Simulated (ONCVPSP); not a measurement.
Before and after: ONCV potential for Rb (Z = 37)

- Element: rubidium (Rb)
- Generator: ONCVPSP 4.0.1
- Type: optimised norm-conserving Vanderbilt (ONCV)
- Functional: PBE
- Relativity: scalar-relativistic
- Frozen core: [Ar] 3d10
- Valence charge: 9
- Reference configuration: 4s2 4p6 5s1
- Partial waves: 4s+5s: rc 2.40 bohr, ncon 4, nbas 7, qcut 4.3 1/bohr, 2 projectors; 4p: rc 1.70 bohr, ncon 4, nbas 8, qcut 4.6 1/bohr, 1 projector; d scattering state at 0.2 Ha: rc 2.15 bohr, ncon 4, nbas 9, qcut 4.9 1/bohr, 2 projectors, debl 3.2 Ha
- Local potential: polynomial inside 1.55 bohr (lpopt 5, dvloc0 2 Ha)
- Core correction: none

Change: all radii scaled by about 1.08 (s 2.60, p 1.84, d 2.34 bohr); local potential polynomial inside 1.68 bohr (lpopt 5, dvloc0 2 Ha).

Cutoffs: the cutoffs (Ha) at which the residual kinetic energy of the hardest occupied pseudo-wave falls to 1 and 0.1 mHa per electron; they do not see the model core or the augmentation charge, which bear on the density cutoff. Errors are all-electron minus pseudo energies relative to the spin-unpolarised reference configuration.

Task: How do hardness, ghosts and transferability respond?

Result: The potential gets softer (12 Ha and 63 Ha → 6.7 Ha and 37 Ha); a bound ghost appears in p, which as a rule spoils a file; the number of tests with a reliable result goes from 4 to 2. A larger radius leaves more room for a smooth pseudo-wave, so fewer plane waves are needed.

| quantity | base | changed |
| --- | --- | --- |
| cutoff, loose | 12 Ha | 6.7 Ha |
| cutoff, tight | 63 Ha | 37 Ha |
| loose cutoff by channel | s 6.3 Ha, p 12 Ha | s 4.0 Ha, p 6.7 Ha |
| bound ghosts | none | p |
| GHOST(+) flags under 300 eV | none | none |
| tests with a reliable result | 4 of 4 | 2 of 4 |
| error for 4s2 4p6 5s0, meV [ΔE 4.15 eV] | -0.3 | +0.9 |
| error for 4s2 4p6 5s0.5, meV [ΔE 1.58 eV] | -0.1 | +0.1 |

 A true bound ghost makes a file unfit for plane-wave use even where its test errors are small: the radial tests pick states by their node count and pass the ghost by.
